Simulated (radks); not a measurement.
Coulomb parameter of the 4d shell of neutral technetium in the model configuration [Kr] 4d4 5s2 5p1, as a second difference U = [E(n + 0.5) + E(n - 0.5) - 2 E(n)] / (0.5)^2 with all orbitals relaxed. "Bare": the charge of the atom changes with n. "Screened": the 5p shell takes up the change at fixed total charge, which measures U(4d,4d) + U(5p,5p) - 2 U(4d,5p). All-electron calculation, scalar-relativistic Kohn-Sham, PBE, spin-unpolarised, spherical densities, point nucleus. Program: a radial shooting solver on a logarithmic mesh with Libxc functionals.

case                  configuration  E - E(n) (eV)
start              [Kr] 4d4 5s2 5p1          0.000
bare +0.5        [Kr] 4d4.5 5s2 5p1         -4.122
bare -0.5        [Kr] 4d3.5 5s2 5p1          6.487
screened +0.5  [Kr] 4d4.5 5s2 5p0.5         -3.643
screened -0.5  [Kr] 4d3.5 5s2 5p1.5          4.341

U(bare) = 9.460 eV, U(screened by 5p) = 2.793 eV, against the Slater integral F0(4d,4d) = 15.342 eV with frozen orbitals. The step up makes a negative ion, whose loosely bound charge lowers the bare value.
